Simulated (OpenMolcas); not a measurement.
**C2H2Cl2Si: a line through the functionals**

The species is C2H2Cl2Si (7 atoms), meant as a singlet with charge 0. As SMILES, `C#C[SiH](Cl)Cl`. The coordinates come from a PBE0-D4/def2-TZVP relaxation.

The HOMO–LUMO gap y, in eV, basis def2-SVP; a is the functional's share of exact exchange. Programs: OpenMolcas 26.06.

| functional | program | a | y (eV) |
| --- | --- | --- | --- |
| BLYP | OpenMolcas | 0 | 5.81 |
| TPSS | OpenMolcas | 0 | 6.05 |
| B3LYP | OpenMolcas | 0.2 | ? |
| PBE0 | OpenMolcas | 0.25 | 8.05 |
| BHLYP | OpenMolcas | 0.5 | 10.26 |

Fit y = c + s·a to the known rows and predict B3LYP.


1. Means of the 4 rows: a = 0.1875, y = 7.543.
2. Σ(Δa)² = 0.17188, Σ(Δa·Δy) = 1.4856, so the slope is 1.4856/0.17188 = 8.6432.
3. Intercept: 7.543 − (8.6432) × 0.1875 = 5.922. The largest residual of the fit is 0.13.
4. B3LYP: 5.922 + (8.6432) × 0.2 = 7.65 eV.

The run gave 7.60 eV, so the prediction is off by +0.05 eV, within the largest residual. Exact exchange lowers occupied levels and raises empty ones. The rows mix families of semi-local functionals, which the line can't see.
